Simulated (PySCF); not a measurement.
CH5FOSi (SMILES C[SiH](O)F), singlet, at a GFN2-xTB geometry. Base run: PySCF with HF/6-31G.

Input for PySCF:
```python
from pyscf import gto, scf, solvent

mol = gto.Mole()
mol.atom = '''
    Si    0.136463   -0.199208    0.284913
    C     1.340403    0.704381   -0.859337
    O    -0.775382   -1.312734   -0.451758
    F    -0.867366    0.930348    0.864239
    H     0.699677   -0.902198    1.415225
    H     2.002188    0.010126   -1.368394
    H     1.961624    1.400694   -0.304533
    H     0.815116    1.277309   -1.621003
    H    -1.422145   -1.094562   -1.118145
'''
mol.basis = '6-31g'
mol.charge = 0
mol.spin = 0
mol.verbose = 4
mol.build()

mf = scf.RHF(mol)
mf.kernel()
```

The base run was repeated with changes; each row names its change, and settings that it needs were set with it.

```tsv
change	ΔE vs base (kcal/mol)	dipole (D)	HOMO-LUMO gap (eV)
base	0.000	2.63	17.10
model = COSMO; solvent = dichloromethane	-8.04	2.96	17.15
model = ddCOSMO; solvent = dichloromethane	-6.88	2.91	17.16
model = IEF-PCM; solvent = dichloromethane; lebedev_order = 11	-7.68	2.95	17.14
model = SS(V)PE; solvent = dichloromethane	-7.98	2.96	17.15
model = IEF-PCM; solvent = dichloromethane; vdw_scale = 1.1	?	?	17.15
model = IEF-PCM; solvent = dichloromethane; vdw_scale = 1.0	?	?	17.15
model = IEF-PCM; solvent = dichloromethane	-8.04	2.97	17.15
model = IEF-PCM; solvent = dichloromethane; vdw_scale = 1.4	?	?	17.14
model = IEF-PCM; solvent = dichloromethane; r_probe = 0.5	-3.34	2.84	17.13
model = IEF-PCM; solvent = chloroform	-6.76	2.91	17.15
model = IEF-PCM; solvent = water	-9.47	3.02	17.15
```

Problem. Complete the blanks.

Solution. 
- model = IEF-PCM; solvent = dichloromethane; vdw_scale = 1.1, ΔE vs base (kcal/mol): -10.90
- model = IEF-PCM; solvent = dichloromethane; vdw_scale = 1.1, dipole (D): 3.01
- model = IEF-PCM; solvent = dichloromethane; vdw_scale = 1.0, ΔE vs base (kcal/mol): -15.06
- model = IEF-PCM; solvent = dichloromethane; vdw_scale = 1.0, dipole (D): 3.06
- model = IEF-PCM; solvent = dichloromethane; vdw_scale = 1.4, ΔE vs base (kcal/mol): -4.65
- model = IEF-PCM; solvent = dichloromethane; vdw_scale = 1.4, dipole (D): 2.88

The base is the gas phase, so ΔE is the electrostatic part of solvation at a fixed geometry, without cavity and dispersion terms.
